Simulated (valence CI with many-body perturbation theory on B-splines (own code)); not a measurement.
## E1 line list for In XLIII

Calculated by valence CI with perturbative core correlation (CI+MBPT): five valence electrons over a frozen Dirac-Fock core [He], a basis of 11 s, 11 p, 10 d, 8 f, 5 g, 2 h functions for each j, with the one-electron correlation potential Σ1 (screened to all orders), the two-electron term Σ2, the three-electron term Σ3, Breit, model QED; selected single and double excitations, second order for the rest, scaled by the run's own slope (own B-spline code, finite nucleus).

The last digits are not significant, and no measured levels were compared; by estimate large intervals hold to a few tenths of a per cent, small ones and those within an open d or f shell to about a per cent. Among the levels kept, up to 7100 cm⁻¹ of a level comes from second order outside the variational space, and about a tenth of that is noise between levels of different J, which matters for small intervals.

Lines 51 to 100 of 600 in falling wavelength, among levels below 37877 × 10³ cm⁻¹, chosen from the strongest by gf and those to the six lowest levels. Wavelengths and rates use the calculated energies. Electric multipoles are in the length gauge, E1 and E2 with the static RPA response of the core. Weak lines are less certain than strong ones. Lines between different terms over intervals too small for the method are left out, as are lines whose strength nearly cancels. Where a level lies close to another of its J and parity, the split of strength between their lines is uncertain. The highest levels of a list are the least certain.

Levels are named by their leading jj configuration (3d3/2^4 stands for four electrons in 3d with j = 3/2), which in mixed levels can hold well under half, so a name can repeat and another be missing. Letters in brackets count levels of one name in rising energy.

```csv
λ vac (nm),Upper,Lower,A (s⁻¹),S (a.u.) with core polarisation,S without
14.84,(2s^2 2p1/2 2p3/2 3d5/2) J=5/2 [b],(2s^2 2p1/2 2p3/2 3p3/2) J=3/2 [b],3.86e+09,3.74e-02,3.74e-02
14.84,(2s^2 2p1/2 2p3/2 3d5/2) J=7/2 [a],(2s^2 2p1/2 2p3/2 3p3/2) J=5/2 [a],8.54e+09,1.10e-01,1.10e-01
14.70,(2s^2 2p1/2 2p3/2 3d5/2) J=7/2 [b],(2s^2 2p1/2 2p3/2 3p3/2) J=5/2 [b],9.75e+09,1.22e-01,1.22e-01
14.30,(2s 2p1/2^2 2p3/2 3d5/2) J=5/2 [a],(2s 2p1/2^2 2p3/2 3p3/2) J=3/2 [a],8.79e+09,7.61e-02,7.61e-02
14.17,(2s^2 2p1/2 2p3/2 3d5/2) J=5/2 [a],(2s^2 2p1/2 2p3/2 3p3/2) J=3/2 [a],7.38e+09,6.22e-02,6.22e-02
13.95,(2s 2p1/2^2 2p3/2 3d5/2) J=3/2 [a],(2s 2p1/2^2 2p3/2 3p3/2) J=3/2 [a],6.38e+09,3.42e-02,3.42e-02
13.90,(2s 2p1/2 2p3/2^2 3d5/2) J=3/2 [d],(2s 2p1/2 2p3/2^2 3p3/2) J=1/2 [c],9.67e+09,5.13e-02,5.13e-02
13.02,(2s 2p1/2 2p3/2^2 3s) J=7/2,(2s 2p1/2^2 2p3/2 3p3/2) J=5/2 [a],3.78e+09,3.29e-02,3.29e-02
12.50,(2s 2p1/2 2p3/2^2 3d5/2) J=7/2 [b],(2s 2p1/2 2p3/2^2 3p3/2) J=7/2 [b],6.12e+09,4.71e-02,4.71e-02
12.50,(2s 2p1/2 2p3/2^2 3d5/2) J=5/2 [a],(2s 2p1/2 2p3/2^2 3p3/2) J=5/2 [a],5.26e+09,3.04e-02,3.04e-02
11.42,(2s^2 2p3/2^2 3d5/2) J=5/2 [a],(2s^2 2p3/2^2 3p3/2) J=5/2,7.93e+09,3.50e-02,3.50e-02
11.41,(2p1/2^2 2p3/2^2 3p3/2) J=5/2,(2p1/2^2 2p3/2^2 3s) J=3/2,1.91e+10,8.40e-02,8.40e-02
11.36,(2s 2p1/2 2p3/2^2 3p3/2) J=7/2 [b],(2s 2p1/2 2p3/2^2 3s) J=5/2 [b],1.69e+10,9.76e-02,9.77e-02
11.27,(2s 2p1/2 2p3/2^2 3p3/2) J=5/2 [a],(2s 2p1/2 2p3/2^2 3s) J=3/2 [a],1.21e+10,5.14e-02,5.14e-02
11.22,(2s 2p1/2^2 2p3/2 3p3/2) J=3/2 [a],(2s 2p1/2^2 2p3/2 3s) J=3/2 [a],2.63e+10,7.33e-02,7.33e-02
11.13,(2p1/2^2 2p3/2^2 3p3/2) J=1/2,(2p1/2^2 2p3/2^2 3s) J=3/2,3.54e+10,4.81e-02,4.82e-02
11.11,(2s 2p1/2 2p3/2^2 3p3/2) J=1/2 [c],(2s 2p1/2 2p3/2^2 3s) J=1/2 [c],2.50e+10,3.39e-02,3.39e-02
10.97,(2s^2 2p3/2^2 3p3/2) J=5/2,(2s^2 2p3/2^2 3s) J=3/2,1.43e+10,5.59e-02,5.59e-02
10.96,(2s^2 2p1/2 2p3/2 3d3/2) J=5/2 [b],(2s^2 2p1/2 2p3/2 3p1/2) J=3/2 [b],8.07e+09,3.15e-02,3.15e-02
10.96,(2s 2p3/2^3 3p3/2) J=3/2,(2s 2p3/2^3 3s) J=3/2 [a],1.22e+10,3.16e-02,3.16e-02
10.86,(2s 2p1/2 2p3/2^2 3d3/2) J=7/2 [b],(2s 2p1/2 2p3/2^2 3p1/2) J=5/2 [c],1.15e+10,5.79e-02,5.79e-02
10.70,(2s^2 2p3/2^2 3p3/2) J=5/2,(2s^2 2p3/2^2 3s) J=5/2,9.76e+09,3.54e-02,3.54e-02
10.70,(2s 2p1/2 2p3/2^2 3d3/2) J=5/2 [e],(2s 2p1/2 2p3/2^2 3p1/2) J=3/2 [d],1.20e+10,4.36e-02,4.36e-02
10.67,(2s 2p1/2 2p3/2^2 3p3/2) J=3/2 [e],(2s 2p1/2 2p3/2^2 3s) J=1/2 [c],1.36e+10,3.26e-02,3.26e-02
10.66,(2s 2p3/2^3 3p3/2) J=5/2,(2s 2p3/2^3 3s) J=3/2 [a],1.07e+10,3.83e-02,3.84e-02
10.65,(2s^2 2p3/2^2 3p3/2) J=7/2,(2s^2 2p3/2^2 3s) J=5/2,2.44e+10,1.17e-01,1.17e-01
10.62,(2s 2p1/2 2p3/2^2 3p3/2) J=3/2 [b],(2s 2p1/2 2p3/2^2 3s) J=5/2 [b],2.70e+10,6.38e-02,6.38e-02
10.61,(2p1/2^2 2p3/2^2 3p3/2) J=5/2,(2p1/2^2 2p3/2^2 3s) J=5/2,2.22e+10,7.86e-02,7.86e-02
10.60,(2s 2p1/2 2p3/2^2 3p3/2) J=7/2 [c],(2s 2p1/2 2p3/2^2 3s) J=5/2 [c],4.14e+10,1.95e-01,1.95e-01
10.59,(2p1/2^2 2p3/2^2 3p3/2) J=7/2,(2p1/2^2 2p3/2^2 3s) J=5/2,5.08e+10,2.38e-01,2.38e-01
10.56,(2s^2 2p3/2^2 3p3/2) J=1/2,(2s^2 2p3/2^2 3s) J=3/2,3.12e+10,3.63e-02,3.63e-02
10.55,(2s 2p1/2 2p3/2^2 3p3/2) J=1/2 [a],(2s 2p1/2 2p3/2^2 3s) J=3/2 [a],2.41e+10,2.79e-02,2.79e-02
10.55,(2s 2p1/2 2p3/2^2 3p3/2) J=5/2 [c],(2s 2p1/2 2p3/2^2 3s) J=3/2 [b],3.59e+10,1.25e-01,1.25e-01
10.50,(2s 2p1/2 2p3/2^2 3d3/2) J=5/2 [a],(2s 2p1/2 2p3/2^2 3p1/2) J=5/2 [b],8.89e+09,3.05e-02,3.05e-02
10.43,(2s 2p1/2^2 2p3/2 3d3/2) J=5/2 [a],(2s 2p1/2^2 2p3/2 3p1/2) J=5/2,1.12e+10,3.76e-02,3.76e-02
10.34,(2s 2p1/2 2p3/2^2 3p3/2) J=9/2,(2s 2p1/2 2p3/2^2 3s) J=7/2,4.37e+10,2.39e-01,2.39e-01
10.34,(2s 2p1/2 2p3/2^2 3d3/2) J=5/2 [b],(2s 2p1/2 2p3/2^2 3p1/2) J=5/2 [c],1.42e+10,4.63e-02,4.63e-02
10.33,(2s 2p1/2^2 2p3/2 3p3/2) J=5/2 [b],(2s 2p1/2^2 2p3/2 3s) J=3/2 [b],4.49e+10,1.47e-01,1.47e-01
10.32,(2s^2 2p1/2 2p3/2 3p3/2) J=1/2 [a],(2s^2 2p1/2 2p3/2 3s) J=1/2,2.71e+10,2.94e-02,2.94e-02
10.27,(2s 2p1/2^2 2p3/2 3p3/2) J=7/2,(2s 2p1/2^2 2p3/2 3s) J=5/2,4.69e+10,2.00e-01,2.01e-01
10.27,(2s 2p1/2^2 2p3/2 3p3/2) J=5/2 [a],(2s 2p1/2^2 2p3/2 3s) J=3/2 [a],2.80e+10,8.98e-02,8.98e-02
10.26,(2s 2p1/2 2p3/2^2 3p3/2) J=7/2 [b],(2s 2p1/2 2p3/2^2 3s) J=7/2,1.80e+10,7.66e-02,7.66e-02
10.22,(2s^2 2p1/2 2p3/2 3p3/2) J=5/2 [a],(2s^2 2p1/2 2p3/2 3s) J=3/2 [a],3.72e+10,1.18e-01,1.18e-01
10.21,(2s 2p3/2^3 3p3/2) J=7/2,(2s 2p3/2^3 3s) J=5/2,3.12e+10,1.31e-01,1.31e-01
10.18,(2s 2p1/2 2p3/2^2 3p3/2) J=5/2 [d],(2s 2p1/2 2p3/2^2 3s) J=3/2 [d],2.32e+10,7.26e-02,7.26e-02
10.18,(2s 2p1/2^2 2p3/2 3d3/2) J=7/2,(2s 2p1/2^2 2p3/2 3p1/2) J=5/2,1.88e+10,7.81e-02,7.81e-02
10.17,(2s 2p1/2 2p3/2^2 3d3/2) J=3/2 [b],(2s 2p1/2 2p3/2^2 3p1/2) J=5/2 [c],2.29e+10,4.77e-02,4.77e-02
10.17,(2s^2 2p1/2 2p3/2 3p3/2) J=7/2,(2s^2 2p1/2 2p3/2 3s) J=5/2,4.31e+10,1.79e-01,1.79e-01
10.14,(2s 2p1/2 2p3/2^2 3p3/2) J=5/2 [d],(2s 2p1/2 2p3/2^2 3s) J=5/2 [c],9.54e+09,2.95e-02,2.95e-02
10.12,(2s 2p1/2 2p3/2^2 3p3/2) J=3/2 [d],(2s 2p1/2 2p3/2^2 3s) J=1/2 [b],2.41e+10,4.92e-02,4.92e-02
```
